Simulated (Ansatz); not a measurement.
Frontier orbitals of C₂H₉BOSi (`CBO[SiH2]C`).

```xyz
14

C    -0.364   -0.155   -2.705
B    -0.430    0.512   -1.296
O     0.382    0.096   -0.296
Si    0.556    0.584    1.279
C     0.201   -0.853    2.402
H     0.371   -0.959   -2.776
H    -0.135    0.600   -3.465
H    -1.349   -0.550   -2.982
H    -1.206    1.410   -1.069
H    -0.369    1.718    1.550
H     1.959    1.044    1.442
H    -0.832   -1.190    2.291
H     0.355   -0.565    3.445
H     0.863   -1.692    2.179
```

Total charge 0; spin multiplicity 1. The geometry is a stationary point of PBE0-D4/def2-TZVP. It is one conformer, not always the lowest. Basis def2-TZVPP, the Gaussian-basis code of Ansatz.

```json
{"functional": "PBE", "HOMO (eV)": "-6.70", "LUMO (eV)": "-0.96", "gap (eV)": "5.74"}
{"functional": "PBE0", "HOMO (eV)": "-8.15", "LUMO (eV)": "0.06", "gap (eV)": "8.21"}
{"functional": "r2SCANh", "HOMO (eV)": "-7.55", "LUMO (eV)": "-0.21", "gap (eV)": "7.34"}
{"functional": "r2SCAN0", "HOMO (eV)": "-8.36", "LUMO (eV)": "0.30", "gap (eV)": "8.66"}
{"functional": "HSE06 (plane-wave form)", "HOMO (eV)": "-7.74", "LUMO (eV)": "-0.33", "gap (eV)": "7.41"}
{"functional": "CAM-B3LYP", "HOMO (eV)": "-9.63", "LUMO (eV)": "1.12", "gap (eV)": "10.75"}
{"functional": "LC-ωPBE", "HOMO (eV)": "-10.95", "LUMO (eV)": "2.34", "gap (eV)": "13.29"}
{"functional": "ωB97X-V", "HOMO (eV)": "-10.63", "LUMO (eV)": "2.20", "gap (eV)": "12.83"}
{"functional": "ωB97M-V", "HOMO (eV)": "-10.52", "LUMO (eV)": "1.88", "gap (eV)": "12.40"}
```

From PBE to PBE0 the HOMO moves by −1.45 eV and the LUMO by +1.02 eV, and with ωB97M-V by −3.82 and +2.84 eV, so the gap grows from 5.74 to 12.40 eV with exact exchange. A positive LUMO is unbound and depends on the basis.

LC-ωPBE has ω = 0.4 bohr⁻¹.
